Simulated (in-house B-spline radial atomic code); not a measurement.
What moves the levels of S IX (S8+) ([He] 2s2 2p4)? Computed with a radial B-spline atomic code at the basis-set limit: Dirac-Hartree-Fock, average of configuration, Fermi nucleus of rms radius 3.2611 fm.

Baseline run (computed): total energy -366.2260 hartree, 1s1/2 at -101.0798 hartree, 2p3/2 at -386.36 eV with <r> = 0.4049 bohr.

Scaling the speed of light c (a factor of 100 is close to the non-relativistic limit):

```csv
c/c0,ΔE (hartree),2p3/2 level (eV),2p3/2 <r> (bohr)
0.95,-0.11884,-386.343,0.4049
0.98,-0.045339,-386.355,0.4049
1.02,0.042675,-386.37,0.405
1.2,0.33521,-386.42,0.405
100,1.0919,-386.547,0.4051
```

Changing the nucleus:

```csv
nucleus,ΔE (eV)
Gaussian nucleus of rms radius 0.01 fm,-0.0103
Fermi nucleus of rms radius 3.1959 fm,-0.000403
Fermi nucleus of rms radius 3.3263 fm,0.000411
```

A larger nucleus binds the electrons less, roughly as the density at the nucleus times the change of the nuclear <r²>. A radius of 0.01 fm is nearly a point.
